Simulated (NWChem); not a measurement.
System: phosphorus nitride (PN); SMILES N#P

The following NWChem deck was run.

```
start job
memory heap 200 mb stack 900 mb global 1100 mb
geometry units angstroms noautosym nocenter noautoz
  N      0.000000     0.000000     1.004870
  P      0.000000     0.000000    -0.474538
end
basis spherical
  * library 6-31+g*
end
dft
  xc pbe0
  iterations 150
end
property
  response 1 0.0428
end
task dft property
```

All runs use the structure optimised with PBE0-D3(BJ)/def2-TZVP.

Field at 1065 nm.

### Question
Predict the main results of this run. (PBE0/6-31+G* (spherical d).) Quantities: isotropic polarisability (bohr³); anisotropy (bohr³).

### Answer
```json
{
  "isotropic polarisability (bohr³)": "23.6",
  "anisotropy (bohr³)": "19.4"
}
```
